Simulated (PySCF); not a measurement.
## Simulated characterisation data

PySCF 2.14.0 with density-fitted response routines calculation with σ from GIAO-PBE0/pcSseg-1 and structure optimised with PBE0-D3(BJ)/def2-SVP; in vacuum, relativity neglected, single conformer, rapidly exchanging positions averaged.

Chemical shifts δ = σref − σ; 1H and 13C vs TMS, all at this level. Where no couplings were computed, multiplicities follow the n + 1 count of equivalent neighbours, and m marks all less simple cases (inequivalent or close neighbours, rings, F or P nearby). Shifts are as computed. Against solution values, carbons near 30 ppm lie about +2 ppm off and those near 130 ppm about +5 ppm. Of 1211 compounds with measured shifts, 218 miss one by over three times the rms of a fit or turn the order of signals round; such compounds aren't used in these exercises.

**1.** SMILES CO[SiH](OC)N([SiH3])[SiH3], C$_{2}$H$_{13}$NO$_{2}$Si$_{3}$. 1H NMR (600 MHz, computed): δ 4.69 (s, 6H), 4.60 (s, 1H), 3.58 (s, 6H). 13C{1H} NMR (computed): δ 50.5.

**2.** 1,4-benzodioxane (C1=CC=C2C(=C1)OCCO2, C$_{8}$H$_{8}$O$_{2}$). 1H NMR (600 MHz, computed): δ 7.01 (m, 2H), 6.96 (m, 2H), 3.88 (s, 4H). 13C{1H} NMR (computed): δ 147.8, 126.2, 122.4, 64.3.
